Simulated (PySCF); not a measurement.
but-1-en-3-yne (C4H4), SMILES C#CC=C. Atoms are numbered in the order given.

```xyz
8

C      0.1746    -1.9279     0.0000
C     -0.1153    -0.7359     0.0000
C     -0.4906     0.6372     0.0000
C      0.3755     1.6773     0.0000
H      0.4399    -2.9757     0.0000
H     -1.5774     0.8410     0.0000
H      1.4646     1.5171     0.0000
H      0.0076     2.7142     0.0000
```

Geometry optimised at PBE-D3(BJ)/def2-SVP.

Two levels are set side by side: PBE/pcJ-1 (PySCF) and B3LYP/pcJ-1 (PySCF). One-bond couplings, all four terms, same geometry. Isotopes: 13C, 1H. Differences are taken from unrounded values.

| quantity | B3LYP | PBE | PBE minus B3LYP |
|---|---|---|---|
| ¹J(C1,C2) (Hz) | 213.9 | 197.6 | -16.3 |
| ¹J(C2,C3) (Hz) | 101.9 | 89.9 | -11.9 |
| ¹J(C3,C4) (Hz) | 82.7 | 72.2 | -10.5 |
| ¹J(C1,H5) (Hz) | 281.5 | 259.1 | -22.4 |
| ¹J(C3,H6) (Hz) | 172.9 | 157.6 | -15.4 |
| ¹J(C4,H7) (Hz) | 174.0 | 158.4 | -15.6 |
| ¹J(C4,H8) (Hz) | 175.5 | 159.9 | -15.6 |

Rough cost on one machine, each run with all the roots and properties that it gave: B3LYP against PBE within a factor of 2.
